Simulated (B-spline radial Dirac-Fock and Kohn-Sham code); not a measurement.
Z = 18 (argon), transition energy 828 keV. The computed values come from a radial finite-basis atomic code: a Dirac-Hartree-Slater potential of the neutral atom with a Latter tail (no hole, which puts coefficients of high multipoles low close above an edge), finite nucleus with surface currents. Subshells that would emit electrons below 1 keV are left out.

Q: A pure transition shows α(K) = 0.000154, L1/L2 = 183 and L1/L3 = 379. What is its multipolarity?
A. M3
B. E3
C. M1
D. E4
E. E1
F. M4
G. M2
H. E2

A: G. For comparison, α(K), L1/L2, L1/L3 are E1 4.01e-05, 476, 189; E2 0.000102, 226, 175; E3 0.000236, 112, 138; E4 0.000529, 63.6, 103; M1 6.50e-05, 321, 355; M3 0.000350, 118, 245; M4 0.000780, 82.1, 138.
